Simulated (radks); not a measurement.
The numbers below are computed, except where a source is named.
Q: The mean radii <r> (bohr) of the occupied orbitals of an atom or ion are listed with their occupations. Level of theory: Dirac Kohn-Sham, OLYP, spin-unpolarised, spherical densities, point nucleus (a radial shooting solver on a logarithmic mesh with Libxc functionals).

| orbital | occ. | <r> |
|---|---|---|
| 1s1/2 | 2 | 0.04550 |
| 2s1/2 | 2 | 0.2025 |
| 2p1/2 | 2 | 0.1746 |
| 2p3/2 | 4 | 0.1783 |
| 3s1/2 | 2 | 0.5975 |
| 3p1/2 | 2 | 0.6088 |
| 3p3/2 | 4 | 0.6193 |
| 3d3/2 | 4 | 0.6662 |
| 3d5/2 | 6 | 0.6706 |
| 4s1/2 | 2 | 1.750 |

Name the element and its charge. Open shells, if any, are shared by 2j + 1.

A: Z = 33, arsenic, charge +3: As3+ in [Ar] 3d10 4s2. The 1s radius gives Z: for a bare nucleus <r> = (2 gamma + 1)/(2Z) with gamma = sqrt(1 - (Z/c)^2), 0.04456 bohr for Z = 33, and screening makes it slightly larger (0.04550 here). The occupations add up to 30, and the charge is Z minus that.
